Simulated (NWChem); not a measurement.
Species: GeCl2F2; SMILES [Ge]([Cl])([F])([Cl])[F]

Q: Give the equilibrium geometry at PBE0/def2-SVP (NWChem) as a list of bonds and angles, with the point group.

A: point group C2v; any orientation.
Bonded distances (Å): F1–Ge2 1.711, Ge2–F3 1.711, Ge2–Cl4 2.108, Ge2–Cl5 2.108. Bond angles (°): F1–Ge2–F3 106.1, F1–Ge2–Cl4 109.4, F1–Ge2–Cl5 109.4, F3–Ge2–Cl4 109.4, F3–Ge2–Cl5 109.4, Cl4–Ge2–Cl5 113.0.
